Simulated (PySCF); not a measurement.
Cl4MoO, singlet, at a GFN2-xTB geometry (such geometries of metal compounds can be far from the true shape) (core potentials on Mo); DF-CAMB3LYP/def2-TZVP (PySCF).

Input for PySCF:
```python
from pyscf import gto, scf, dft

mol = gto.M(
    atom='''
Mo    0.18345456   -0.04622251    0.17167644
O     1.35359491   -0.34104659    1.26669161
Cl   -1.40631039    0.35432858   -1.31602266
Cl    0.33010450    2.17164842    0.45028123
Cl    1.32738161   -1.03772607   -1.47951400
Cl   -1.34140224   -1.21356163    1.32502348
''',
    basis='def2-tzvp',
    ecp={'Mo': 'def2-tzvp'},
    verbose=4,
)

mf = dft.RKS(mol)
mf.xc = 'camb3lyp'
mf = mf.density_fit(auxbasis='def2-universal-jkfit')
mf.kernel()
```

The log (banner, timings and long lists left out):

```
PySCF version 2.14.0

[INPUT] verbose = 4
[INPUT] num. atoms = 6
[INPUT] num. electrons = 90
[INPUT] charge = 0
[INPUT] spin (= nelec alpha-beta = 2S) = 0
[INPUT] symmetry False subgroup None
[INPUT] Mole.unit = angstrom
[INPUT] Symbol           X                Y                Z      unit          X                Y                Z       unit  Magmom
[INPUT]  1 Mo     0.183454560000  -0.046222510000   0.171676440000 AA    0.346678874703  -0.087347884690   0.324421453640 Bohr   0.0
[INPUT]  2 O      1.353594910000  -0.341046590000   1.266691610000 AA    2.557923663505  -0.644484650817   2.393700227184 Bohr   0.0
[INPUT]  3 Cl    -1.406310390000   0.354328580000  -1.316022660000 AA   -2.657541483230   0.669583974306  -2.486922401122 Bohr   0.0
[INPUT]  4 Cl     0.330104500000   2.171648420000   0.450281230000 AA    0.623807097486   4.103820752644   0.850908203732 Bohr   0.0
[INPUT]  5 Cl     1.327381610000  -1.037726070000  -1.479514000000 AA    2.508387705684  -1.961018064621  -2.795876257460 Bohr   0.0
[INPUT]  6 Cl    -1.341402240000  -1.213561630000   1.325023480000 AA   -2.534882856478  -2.293299115981   2.503931485818 Bohr   0.0

nuclear repulsion = 624.587840663701
number of shells = 77
number of NR pGTOs = 358
number of NR cGTOs = 219
basis = def2-tzvp
ecp = {'Mo': 'def2-tzvp'}

******** <class 'pyscf.df.df_jk.DFRKS'> ********
method = DFRKS
initial guess = minao
damping factor = 0
level_shift factor = 0
DIIS = <class 'pyscf.scf.diis.CDIIS'>
diis_start_cycle = 1
diis_space = 8
diis_damp = 0
SCF conv_tol = 1e-09
SCF conv_tol_grad = None
SCF max_cycles = 50
direct_scf = False
XC library pyscf.dft.libxc version 7.1.2
    S. Lehtola, C. Steigemann, M. J. T. Oliveira, and M. A. L. Marques,  SoftwareX 7, 1–5 (2018)
XC functionals = camb3lyp
    T. Yanai, D. P. Tew, and N. C. Handy,  Chem. Phys. Lett. 393, 51 (2004)
radial grids:
    Treutler-Ahlrichs [JCP 102, 346 (1995); DOI:10.1063/1.469408] (M4) radial grids

becke partition: Becke, JCP 88, 2547 (1988); DOI:10.1063/1.454033
pruning grids: <function nwchem_prune>
grids dens level: 3
symmetrized grids: False
atomic radii adjust function: <function treutler_atomic_radii_adjust>
small_rho_cutoff = 0
Set gradient conv threshold to 3.16228e-05
Initial guess from minao.
tot grids = 112040
******** <class 'pyscf.df.df.DF'> ********
auxbasis = def2-universal-jkfit
Create RSH-DF object <pyscf.df.df.DF object> for omega=0.33
******** <class 'pyscf.df.df.DF'> ********
auxbasis = auxmol.basis = def2-universal-jkfit
init E= -1977.95734927967
  HOMO = -0.559281127915467  LUMO = -0.374879748130931  gap/eV = 5.01782
cycle= 1 E= -1984.21835257887  delta_E= -6.26  |g|= 1.15  |ddm|= 4.25
  HOMO = -0.290942143087001  LUMO = -0.220701914935934  gap/eV = 1.91133
cycle= 2 E= -1981.72104928827  delta_E=  2.5  |g|= 3.91  |ddm|= 2.09
  HOMO = -0.329767678791057  LUMO = -0.107937744340487  gap/eV = 6.03630
cycle= 3 E= -1984.45075020584  delta_E= -2.73  |g|= 0.273  |ddm|= 1.61
  HOMO = -0.393177301166193  LUMO = -0.137890867117213  gap/eV = 6.94670
cycle= 4 E= -1984.46280978705  delta_E= -0.0121  |g|= 0.128  |ddm|= 0.308
  HOMO = -0.3812274125675  LUMO = -0.134658206412531  gap/eV = 6.70949
cycle= 5 E= -1984.46580773393  delta_E= -0.003  |g|= 0.0319  |ddm|= 0.0911
  HOMO = -0.382068197588464  LUMO = -0.130007050767723  gap/eV = 6.85893
cycle= 6 E= -1984.46597208789  delta_E= -0.000164  |g|= 0.0175  |ddm|= 0.0293
  HOMO = -0.381811312639397  LUMO = -0.130948540196984  gap/eV = 6.82632
cycle= 7 E= -1984.46604415419  delta_E= -7.21e-05  |g|= 0.00447  |ddm|= 0.0131
  HOMO = -0.381868889611499  LUMO = -0.130972549375787  gap/eV = 6.82724
cycle= 8 E= -1984.46605163404  delta_E= -7.48e-06  |g|= 0.00128  |ddm|= 0.00564
  HOMO = -0.382019671632521  LUMO = -0.130978874048518  gap/eV = 6.83117
cycle= 9 E= -1984.46605276811  delta_E= -1.13e-06  |g|= 0.000434  |ddm|= 0.00266
  HOMO = -0.382022317998975  LUMO = -0.13095964154973  gap/eV = 6.83176
cycle= 10 E= -1984.4660528669  delta_E= -9.88e-08  |g|= 0.000149  |ddm|= 0.000701
  HOMO = -0.382023787688364  LUMO = -0.130950412822696  gap/eV = 6.83205
cycle= 11 E= -1984.46605288041  delta_E= -1.35e-08  |g|= 3.58e-05  |ddm|= 0.000298
  HOMO = -0.382023582258601  LUMO = -0.130948176147269  gap/eV = 6.83211
cycle= 12 E= -1984.46605288128  delta_E= -8.77e-10  |g|= 1.95e-05  |ddm|= 7.58e-05
  HOMO = -0.382025097702861  LUMO = -0.130948720293751  gap/eV = 6.83214
Extra cycle  E= -1984.46605288117  delta_E= 1.14e-10  |g|= 4.13e-05  |ddm|= 3.62e-05
converged SCF energy = -1984.46605288117
```
